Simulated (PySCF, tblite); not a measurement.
Species: C5H9B2Cl2F.
Geometry (GFN2-xTB, Å), atoms numbered from 1 in this order:
```
atom  x, y, z in Å
C1     1.3888   -1.4222   -0.5388
C2     1.3381   -0.0454    0.0741
C3     0.1525    0.5667    0.2729
C4    -1.2018    0.0165   -0.0491
C5    -2.1555    1.1370   -0.4742
B6    -1.6172   -0.7153    1.3046
F7    -1.2627   -1.9674    1.4827
B8     2.6551    0.6724    0.4658
Cl9    4.1953   -0.0702    0.2431
Cl10   2.6414    2.2619    1.1472
H11    0.8675   -2.1390    0.0915
H12    0.9097   -1.4193   -1.5175
H13    2.4159   -1.7521   -0.6607
H14    0.1418    1.5499    0.7245
H15   -1.1073   -0.7067   -0.8633
H16   -3.1357    0.7285   -0.7069
H17   -2.2700    1.8684    0.3216
H18   -1.7743    1.6437   -1.3581
H19   -2.1916   -0.1981    2.1866
```

Jobs on this species (19 atoms, 92 electrons) with PySCF (density fitting) and tblite. Hardware of each: one thread of an Arm Neoverse V1 (shared host). The host was shared with other jobs, so the times are rough.

```csv
level and settings,work,basis functions,SCF cycles,wall time
GFN2-xTB,Hessian by finite differences,–,–,0.98 s
PBE0/pcSseg-1,"shieldings, charges and field gradients",229,?,?
GFN2-xTB,L-BFGS relaxation,–,–,1.0 s
```

Problem. Fill in the missing figures.

Solution. 
- PBE0/pcSseg-1; shieldings, charges and field gradients: 56 s, 14 SCF cycles

Problem. What do all jobs in the table cost together?

Solution. About 58 s; the longest takes about 97 % of that, and about 57 times as long as the shortest.
